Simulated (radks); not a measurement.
Results of a calculation; reference values are marked as such.
Numerical settings for the iodine ion I3+, [Kr] 4d10 5s2 5p2. Code: a radial shooting solver on a logarithmic mesh with Libxc functionals. Model: scalar-relativistic Kohn-Sham, PBE, spin-polarised, spherical densities, finite nucleus; open shells are filled with parallel spins first (spin-orbit coupling, left out, can overturn this in heavy ions); Fermi nuclear charge, rms radius 4.75 fm. The defaults (mesh step 0.008 in ln r, mesh end at 40 bohr or more with all orbitals vanishing there, Anderson mixing 0.5 over 9 steps, residual threshold near 1e-9 with the energy settled to 1e-9 hartree or 1e-11 of itself, here a cap of 51 iterations) give E = -7113.9840 hartree and 5p at -35.149 eV in 15 iterations. Run on one thread of a shared host, so times are rough (Arm Neoverse V1): 0.24 s of CPU time, 0.24 s wall, 15 iterations on 2213 mesh points. Changes against that run (0 stands for a change within the tolerance of the run):

| setting | iterations | converged | E (mhartree) | e(5p) (meV) | CPU (s) |
|---|---|---|---|---|---|
| mesh step in ln r 0.005 | 17 | yes | 0 | 0 | 0.38 |
| mesh step in ln r 0.12 | 2 | no | diverged | - | 0.01 |
| mesh step in ln r 0.03 | 14 | yes | +0.00653 | 0 | 0.07 |
| mesh end (bohr) 20 | 15 | yes | 0 | 0 | 0.23 |
| mesh end (bohr) 12 | 15 | yes | 0 | 0 | 0.22 |
| residual threshold 1e-16 | 51 | no | 0 | 0 | 0.42 |
| residual threshold 1e-05 | 10 | yes | 0 | -0.136 | 0.18 |
| mixing 0.2 | 18 | yes | 0 | 0 | 0.27 |
| linear mixing, mixing 0.05 | 51 | no | +0.69 | -814 | 0.76 |
| linear mixing, mixing 0.8 | 51 | no | 0 | 0 | 0.56 |
| mixing history 2 | 22 | yes | 0 | 0 | 0.29 |
| iteration cap 5 | 5 | no | +0.666 | +82.8 | 0.1 |

No run marked as converged misses the energy by more than 1 mhartree. A mesh that ends early acts as a hard wall.
